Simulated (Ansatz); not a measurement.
Mulliken charges of `[NH2][SbH][CH2]O` from ωB97M-V/def2-TZVPP in Ansatz (PBE0-D4/def2-TZVP geometry).

| atom | x (Å) | y (Å) | z (Å) | charge (e) |
| --- | --- | --- | --- | --- |
| N1 | -1.544 | 1.149 | 0.019 | -0.501 |
| Sb2 | 0.412 | 1.180 | -0.557 | 0.531 |
| C3 | 0.787 | -0.882 | -0.010 | -0.261 |
| O4 | 0.636 | -1.657 | -1.181 | -0.318 |
| H5 | -1.682 | 1.273 | 1.013 | 0.117 |
| H6 | -2.087 | 1.854 | -0.462 | 0.118 |
| H7 | 1.067 | 1.722 | 0.944 | -0.114 |
| H8 | 0.053 | -1.143 | 0.762 | 0.128 |
| H9 | 1.796 | -0.959 | 0.415 | 0.128 |
| H10 | 0.645 | -2.587 | -0.940 | 0.173 |

Task: By hand: the dipole of these point charges (1 e Å = 4.8032 D).

Result: Σ q r = (0.368, 0.263, 0.017) e Å, of length 0.453 e Å = 2.18 D.

Task: How does the dipole of the full density compare? (An estimate is asked.)

Result: Computed: (0.034, -0.016, 0.311) e Å, 1.50 D; the point charges give 1.45 times that, at 84° from its direction.

Point charges leave out the atoms' own dipoles, such as those of lone pairs, and Mulliken's split depends on the basis, so the two needn't agree.
